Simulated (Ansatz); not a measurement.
The cluster BeI₂⁻. Total charge -1; doublet. Geometry B3LYP-D4/def2-TZVP, that of the neutral singlet; atoms count from 1.

```xyz
3

Be   -0.0002    0.0001    0.0000
I     0.7055    2.0275    0.2852
I    -0.7053   -2.0276   -0.2852
```

In the def2 sets I takes a core potential; there is no spin–orbit coupling. The highest occupied level of the charge -1 doublet lies above zero (up to 1.25 eV). By energy differences it is unbound by 0.26 eV (vertical, to the charge 0 singlet, at PBE0-D4/def2-TZVPD) and held by the finite basis. The structure comes from a short search, and lower isomers may exist.

Problem. Estimate the Mulliken populations from the PBE0/def2-TZVPD orbitals of Ansatz.

Solution. 
```csv
atom,charge (e),spin (α − β)
Be1,-1.97,1.92
I2,0.48,-0.46
I3,0.48,-0.46
```
Mulliken values and Mayer orders depend strongly on the basis. With diffuse functions, as here, like atoms can get unlike values, and bond orders can come out too low or too high.

Problem. Where does the spin sit?

Solution. Summed by element: Be 1.92, I -0.92, of 1 unpaired in all. Largest on single atoms: Be1 1.92, I2 -0.46, I3 -0.46.
